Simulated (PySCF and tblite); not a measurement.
Results of a calculation; reference values are marked as such.
C5H5FO3, numbered as in [CH2:1]=[C:2]([O:3]/[CH:4]=[CH:5]/[F:6])[C:7](=[O:8])[OH:9]. Free energies: PBE0-D3(BJ)/def2-SVP (IEF-PCM, dimethylsulfoxide) on GFN2-xTB structures plus GFN2-xTB thermal terms, symmetry and mirror images included. Conformers within 3 kcal/mol (GFN2-xTB free energy) were kept, 9 at most. GIAO shieldings: KT3/pcSseg-1 (IEF-PCM, dimethylsulfoxide). Shifts are against TMS (¹H), TMS (¹³C) at the same level; of two unlike H on one atom, a is the less shielded. Codes: tblite and PySCF.

Torsions listed: C1–C2–O3–C4, C2–O3–C4–C5, O3–C2–C7–O9, O8–C7–O9–H9. Of a mirror pair one member is shown.

```json
{"conformer": "1", "shape": "18°, -161°, 3°, 0°", "point group": "C1", "mirror pair": "yes", "ΔE(DFT)": "0.00", "Δ(G−E) at 400 K": "0.00", "δ H1b (ppm)": "5.19"}
{"conformer": "2", "shape": "18°, -161°, -176°, 0°", "point group": "C1", "mirror pair": "yes", "ΔE(DFT)": "0.09", "Δ(G−E) at 400 K": "-0.07", "δ H1b (ppm)": "5.34"}
{"conformer": "3", "shape": "153°, 158°, 173°, -1°", "point group": "C1", "mirror pair": "yes", "ΔE(DFT)": "2.21", "Δ(G−E) at 400 K": "-0.01", "δ H1b (ppm)": "5.67"}
{"conformer": "4", "shape": "139°, -24°, 169°, -1°", "point group": "C1", "mirror pair": "yes", "ΔE(DFT)": "2.74", "Δ(G−E) at 400 K": "0.19", "δ H1b (ppm)": "5.92"}
{"conformer": "5", "shape": "134°, -18°, -14°, 0°", "point group": "C1", "mirror pair": "yes", "ΔE(DFT)": "2.93", "Δ(G−E) at 400 K": "0.23", "δ H1b (ppm)": "5.74"}
{"conformer": "6", "shape": "29°, 24°, 6°, 1°", "point group": "C1", "mirror pair": "yes", "ΔE(DFT)": "3.05", "Δ(G−E) at 400 K": "0.16", "δ H1b (ppm)": "5.73"}
{"conformer": "7", "shape": "147°, 163°, -14°, 1°", "point group": "C1", "mirror pair": "yes", "ΔE(DFT)": "3.06", "Δ(G−E) at 400 K": "-0.03", "δ H1b (ppm)": "5.51"}
{"conformer": "8", "shape": "31°, 23°, -172°, 0°", "point group": "C1", "mirror pair": "yes", "ΔE(DFT)": "3.21", "Δ(G−E) at 400 K": "0.07", "δ H1b (ppm)": "5.92"}
```

Energies in kcal/mol; the thermal term leaves out symmetry numbers and mirror images.

Task: Work out the weights at 400 K and the ¹H shift of H1b under fast exchange.

Result: RT = 0.795 kcal/mol. Each conformer gets RT ln(σ/g), with σ the rotational symmetry number and g = 2 for a mirror pair: 1: σ = 1, g = 2, G = 0.00 + 0.00 − 0.55 = -0.55, 0.00 above the lowest, exp(−ΔG/RT) = 1.000; 2: σ = 1, g = 2, G = 0.09 − 0.07 − 0.55 = -0.53, 0.02 above the lowest, exp(−ΔG/RT) = 0.978; 3: σ = 1, g = 2, G = 2.21 − 0.01 − 0.55 = 1.65, 2.20 above the lowest, exp(−ΔG/RT) = 0.063; 4: σ = 1, g = 2, G = 2.74 + 0.19 − 0.55 = 2.38, 2.93 above the lowest, exp(−ΔG/RT) = 0.025; 5: σ = 1, g = 2, G = 2.93 + 0.23 − 0.55 = 2.61, 3.16 above the lowest, exp(−ΔG/RT) = 0.019; 6: σ = 1, g = 2, G = 3.05 + 0.16 − 0.55 = 2.66, 3.21 above the lowest, exp(−ΔG/RT) = 0.018; 7: σ = 1, g = 2, G = 3.06 − 0.03 − 0.55 = 2.48, 3.03 above the lowest, exp(−ΔG/RT) = 0.022; 8: σ = 1, g = 2, G = 3.21 + 0.07 − 0.55 = 2.73, 3.28 above the lowest, exp(−ΔG/RT) = 0.016. The sum is 2.140, so the weights are 46.7, 45.7, 2.9, 1.2, 0.9, 0.8, 1.0, 0.8 %. The averaged shift is 5.30 ppm. At 298.15 K it is 5.28 ppm. At 298.15 K the leading conformer alone gives 5.19 ppm and bare DFT energies give 5.28 ppm.

The minima are those of GFN2-xTB; planar forms about aryl–S or allylic bonds may be saddles in DFT.


Conformer gaps in def2-SVP on xTB geometries can be 2 kcal/mol too large for S=O, P=O and other polar bonds.